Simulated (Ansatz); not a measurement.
Input for Ansatz (a program for electronic structure): R-RI-MP2/cc-pV(Q+d)Z on H2 (SMILES [H][H]). The basis file is the Basis Set Exchange's JSON of that set.

Ansatz 0.2 input:
```yaml
crystal:
  periodic: [false, false, false]
  atoms:
    - {symbol: H, position_ang: [0.00000000, -0.00000000, 0.38043305]}
    - {symbol: H, position_ang: [-0.00000000, 0.00000000, -0.38043305]}
basis:
  gaussian:
    orbitals: cc-pV_Q+d_Z.json
    fitting: {mean_field: def2-universal-JKFIT, correlation: cc-pVQZ-RIFIT.json}
magnetization: {spin_polarized: false}
correlation: {method: mp2, electrons: outside_noble_gas}
scf: {lower_state_search: off}
```

Question: Predict the final total energy.

Answer: -1.1662 hartree.
